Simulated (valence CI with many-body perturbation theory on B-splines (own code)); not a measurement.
Hf⁴⁰⁺: electric-dipole lines

Calculated by valence CI with perturbative core correlation (CI+MBPT): four valence electrons over a frozen Dirac-Fock core [Ar] 3d10, radial functions for each j: 11 s, 11 p, 10 d, 8 f, 5 g, 2 h, with the one-electron correlation potential Σ1, the two-electron term Σ2, the three-electron term Σ3, Breit, model QED; selected CI, second order for the rest, scaled by the run's own slope (own B-spline code, finite nucleus).

No measured spectrum was set against this ion. As an estimate, large intervals hold to a few tenths of a per cent, small ones and those within an open d or f shell to about a per cent. Among the levels kept, up to 380 cm⁻¹ of a level comes from second order outside the variational space, and about a tenth of that is noise between levels of different J, which matters for small intervals.

Lines 1 to 50 of 557 in falling wavelength, among levels below 605.94 eV, chosen from the strongest by gf and those to the six lowest levels. Wavelengths and rates use the calculated energies. Electric multipoles are in the length gauge with retardation, E1 and E2 with the static RPA response of the core. Weak lines are less certain than strong ones. Lines between different terms over intervals too small for the method are left out, as are lines whose strength nearly cancels. Where a level lies close to another of its J and parity, the split of strength between their lines is uncertain. The highest levels of a list are the least certain.

Levels are named by their leading jj configuration (3d3/2^4 stands for four electrons in 3d with j = 3/2), which in mixed levels can hold well under half, so a name can repeat and another be missing. Letters in brackets count levels of one name in rising energy.

```
λ vac (Å)                           Upper                           Lower   A (s⁻¹)  S (a.u.)
     2351          (4s 4p1/2^2 4p3/2) J=2              (4s^2 4p3/2^2) J=2  2.64e+04  8.45e-04
     1189          (4s 4p1/2^2 4p3/2) J=1              (4s^2 4p3/2^2) J=0  1.60e+05  3.99e-04
    640.3          (4s 4p1/2^2 4p3/2) J=1              (4s^2 4p3/2^2) J=2  4.18e+06  1.62e-03
    205.6          (4s^2 4p1/2 4d3/2) J=2              (4s^2 4p3/2^2) J=2  4.00e+07  8.59e-04
    180.8          (4s^2 4p1/2 4d3/2) J=1              (4s^2 4p3/2^2) J=0  2.66e+07  2.33e-04
    171.3          (4s 4p1/2 4d3/2^2) J=3              (4s^2 4d3/2^2) J=2  5.57e+09  9.67e-02
    167.1  (4s 4p1/2 4p3/2 4f5/2) J=5 [a]      (4s^2 4p3/2 4f5/2) J=4 [b]  4.33e+09  1.10e-01
    163.9      (4s 4p1/2 4p3/2^2) J=2 [a]              (4s^2 4p3/2^2) J=2  1.34e+09  1.46e-02
    163.8      (4s 4p1/2 4p3/2 4d3/2) J=4          (4s^2 4p3/2 4d3/2) J=3  6.26e+09  1.22e-01
    160.8      (4s 4p1/2 4d3/2 4d5/2) J=5      (4s^2 4p3/2 4f5/2) J=4 [a]  5.20e+09  1.17e-01
    159.9          (4s^2 4p1/2 4d3/2) J=1              (4s^2 4p3/2^2) J=2  4.50e+08  2.73e-03
    154.7      (4s 4p1/2 4p3/2 4f7/2) J=6          (4s^2 4p3/2 4f7/2) J=5  7.51e+09  1.78e-01
    151.5          (4s^2 4p1/2 4d5/2) J=3              (4s^2 4p3/2^2) J=2  3.82e+09  4.59e-02
    146.9       (4p1/2^2 4p3/2 4d5/2) J=4  (4s 4p1/2 4p3/2 4d5/2) J=3 [c]  5.28e+09  7.43e-02
    144.3  (4s 4p1/2 4p3/2 4f5/2) J=5 [b]      (4s 4p3/2^2 4d5/2) J=4 [b]  6.39e+09  1.04e-01
    143.0      (4s 4p1/2 4p3/2 4d5/2) J=5          (4s^2 4p3/2 4d5/2) J=4  1.23e+10  1.95e-01
    142.7          (4s 4p1/2^2 4p3/2) J=2          (4s^2 4p1/2 4p3/2) J=2  8.70e+09  6.23e-02
    141.0  (4s 4p1/2 4p3/2 4f5/2) J=4 [b]      (4s^2 4p3/2 4f5/2) J=4 [a]  5.82e+09  7.24e-02
    136.2          (4s 4p1/2^2 4p3/2) J=2          (4s^2 4p1/2 4p3/2) J=1  1.11e+10  6.95e-02
    135.2       (4p1/2^2 4p3/2 4d5/2) J=3  (4s 4p1/2 4p3/2 4d5/2) J=2 [d]  1.17e+10  1.00e-01
    135.2  (4s 4p1/2 4p3/2 4d5/2) J=4 [c]          (4s^2 4p3/2 4d5/2) J=3  8.01e+09  8.80e-02
    134.3          (4s 4p1/2^2 4d3/2) J=1          (4s^2 4p1/2 4d3/2) J=2  1.99e+10  7.13e-02
    133.9          (4s^2 4p1/2 4d5/2) J=2              (4s^2 4p3/2^2) J=2  2.79e+07  1.65e-04
    133.9          (4s 4p1/2^2 4f7/2) J=4          (4s^2 4p1/2 4f7/2) J=4  8.09e+09  8.62e-02
    133.2      (4s 4p1/2 4p3/2^2) J=1 [a]              (4s^2 4p3/2^2) J=0  9.65e+09  3.38e-02
    132.7       (4p1/2^2 4p3/2 4d5/2) J=3  (4s 4p1/2 4p3/2 4d5/2) J=3 [d]  1.48e+10  1.20e-01
    132.6       (4p1/2^2 4p3/2 4d5/2) J=4  (4s 4p1/2 4p3/2 4d5/2) J=4 [b]  8.50e+09  8.79e-02
    132.2          (4s 4p1/2 4d5/2^2) J=3              (4s^2 4d5/2^2) J=2  9.02e+09  7.20e-02
    131.8           (4p1/2^2 4p3/2^2) J=2      (4s 4p1/2 4p3/2^2) J=2 [b]  1.26e+10  7.13e-02
    131.4       (4p1/2^2 4p3/2 4d5/2) J=4  (4s 4p1/2 4p3/2 4d5/2) J=3 [b]  7.83e+09  7.90e-02
    130.7          (4s 4p1/2 4p3/2^2) J=3              (4s^2 4p3/2^2) J=2  8.55e+09  6.59e-02
    130.7          (4s 4p1/2^2 4f7/2) J=4          (4s^2 4p1/2 4f7/2) J=3  1.17e+10  1.16e-01
    130.3  (4s 4p1/2 4p3/2 4d5/2) J=2 [c]          (4s^2 4p3/2 4d5/2) J=1  1.34e+10  7.29e-02
    130.1          (4s 4p1/2^2 4d3/2) J=2          (4s^2 4p1/2 4d3/2) J=2  1.42e+10  7.70e-02
    129.6  (4s 4p1/2 4p3/2 4d5/2) J=3 [a]          (4s^2 4p3/2 4d5/2) J=2  9.48e+09  7.12e-02
    129.5       (4p1/2^2 4p3/2 4d3/2) J=2  (4s 4p1/2 4p3/2 4d3/2) J=2 [b]  1.35e+10  7.26e-02
    129.4       (4p1/2^2 4p3/2 4d3/2) J=3  (4s 4p1/2 4p3/2 4d3/2) J=3 [b]  1.17e+10  8.77e-02
    129.2       (4p1/2^2 4p3/2 4d5/2) J=1  (4s 4p1/2 4p3/2 4d5/2) J=2 [c]  3.42e+10  1.09e-01
    127.3      (4s 4p1/2 4p3/2^2) J=1 [b]              (4s^2 4p3/2^2) J=0  5.54e+09  1.69e-02
    126.3      (4s 4p1/2^2 4f7/2) J=3 [b]          (4s^2 4p1/2 4f7/2) J=4  1.93e+10  1.34e-01
    126.1  (4s 4p1/2 4p3/2 4d5/2) J=2 [b]          (4s^2 4p3/2 4d5/2) J=2  1.67e+10  8.27e-02
    125.9      (4s 4p1/2 4p3/2 4f7/2) J=6          (4s 4p3/2^2 4d5/2) J=5  5.32e+09  6.81e-02
    125.8          (4s 4p1/2 4d5/2^2) J=5      (4s 4p3/2^2 4d5/2) J=4 [a]  8.09e+09  8.74e-02
    125.7  (4s 4p1/2 4p3/2 4d5/2) J=3 [d]          (4s^2 4p3/2 4d5/2) J=3  1.35e+10  9.28e-02
    125.4          (4s 4p1/2^2 4d5/2) J=2          (4s^2 4p1/2 4d5/2) J=3  2.82e+10  1.37e-01
    125.0  (4s 4p1/2 4p3/2 4f7/2) J=4 [b]      (4s 4p3/2^2 4d5/2) J=4 [a]  1.16e+10  1.01e-01
    124.1  (4s 4p1/2 4p3/2 4d5/2) J=3 [b]          (4s^2 4p3/2 4d5/2) J=4  9.75e+09  6.44e-02
    124.1       (4p1/2^2 4p3/2 4d5/2) J=2  (4s 4p1/2 4p3/2 4d5/2) J=2 [b]  2.29e+10  1.08e-01
    123.6       (4p1/2^2 4p3/2 4d5/2) J=3  (4s 4p1/2 4p3/2 4d5/2) J=4 [c]  2.22e+10  1.45e-01
    123.5  (4s 4p1/2 4p3/2 4d5/2) J=2 [d]          (4s^2 4p3/2 4d5/2) J=3  1.69e+10  7.86e-02
```
